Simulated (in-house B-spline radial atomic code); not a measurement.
# Binding energies in the germanium ion Ge³⁺

NIST's tabulated ground configuration is [Ar] 3d10 4s1; each binding energy is the energy of the ion with one electron taken from that subshell, relaxed, less that of the parent. Computed with a radial B-spline atomic code at the basis-set limit: Dirac-Hartree-Fock, average of configuration, Fermi nucleus of rms radius 4.0742 fm. Energies include first-order Breit, QED and recoil terms.

| subshell | X-ray name | binding energy (eV) | -ε (eV) | relaxation (eV) |
| --- | --- | --- | --- | --- |
| 2p1/2 | L2 | 1294.7 | 1322.0 | 25.4 |
| 2p3/2 | L3 | 1263.5 | 1289.7 | 25.0 |
| 3p1/2 | M2 | 173.3 | 178.6 | 5.1 |
| 3p3/2 | M3 | 169 | 174.1 | 5.0 |
| 3d3/2 | M4 | 73.13 | 77.75 | 4.62 |
| 3d5/2 | M5 | 72.58 | 77.10 | 4.54 |
| 4s | N1 | 44.6 | 44.73 | 0.10 |

Relaxation = -ε minus the binding energy without Breit, QED and recoil terms.

Emission lines follow as differences of binding energies, with λ = 12398.42 eV·Å / E:

```json
{"line": "L3-M5", "holes": "2p3/2 → 3d5/2", "energy (eV)": "1190.9", "wavelength (Å)": "10.411"}
{"line": "L2-M4", "holes": "2p1/2 → 3d3/2", "energy (eV)": "1221.6", "wavelength (Å)": "10.15"}
```

Question: What does it cost to remove both a 3p3/2 and a 3p1/2 electron?

Answer: 369.62 eV, which is 27.26 eV more than the two single binding energies together.

Question: What does it cost to remove both a 2p1/2 and a 3d3/2 electron?

Answer: 1397.9 eV, which is 29.99 eV more than the two single binding energies together.

Question: What does it cost to remove both a 3p1/2 and a 4s electron?

Answer: 233.6 eV, which is 15.68 eV more than the two single binding energies together.
